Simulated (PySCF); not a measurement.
## Radial density of Tb²⁺ (terbium, charge +2)

BHandHLYP, [Xe] 4f9, one real determinant. Computed with PySCF 2.14 in ANO-RCC-VTZP (8s7p5d3f2g1h, 104 functions), with the spin-free X2C one-electron Hamiltonian (Gaussian nucleus).

```json
{"r (bohr)": "0.0199", "4πr²ρ (e/bohr)": "82.52", "4πr²(ρα − ρβ)": "0.0022"}
{"r (bohr)": "0.0334", "4πr²ρ (e/bohr)": "78.71", "4πr²(ρα − ρβ)": "0.0054"}
{"r (bohr)": "0.0562", "4πr²ρ (e/bohr)": "111.4", "4πr²(ρα − ρβ)": "0.0084"}
{"r (bohr)": "0.0945", "4πr²ρ (e/bohr)": "97.21", "4πr²(ρα − ρβ)": "0.0243"}
{"r (bohr)": "0.159", "4πr²ρ (e/bohr)": "97.43", "4πr²(ρα − ρβ)": "0.3375"}
{"r (bohr)": "0.267", "4πr²ρ (e/bohr)": "67.88", "4πr²(ρα − ρβ)": "2.1149"}
{"r (bohr)": "0.450", "4πr²ρ (e/bohr)": "50.07", "4πr²(ρα − ρβ)": "5.6061"}
{"r (bohr)": "0.756", "4πr²ρ (e/bohr)": "30.38", "4πr²(ρα − ρβ)": "5.0957"}
{"r (bohr)": "1.27", "4πr²ρ (e/bohr)": "11.23", "4πr²(ρα − ρβ)": "1.7960"}
{"r (bohr)": "2.14", "4πr²ρ (e/bohr)": "2.771", "4πr²(ρα − ρβ)": "0.1554"}
{"r (bohr)": "3.60", "4πr²ρ (e/bohr)": "0.08779", "4πr²(ρα − ρβ)": "0.0012"}
{"r (bohr)": "6.05", "4πr²ρ (e/bohr)": "0.0002885", "4πr²(ρα − ρβ)": "0.0000"}
```

Densities and radii are taken from the X2C orbitals without a picture-change correction, which distorts them close to the nucleus.

⟨L²⟩ = 24.02 against 30 for a pure H term, so this real determinant mixes terms. Spin-orbit coupling, absent here, splits the open shell strongly.
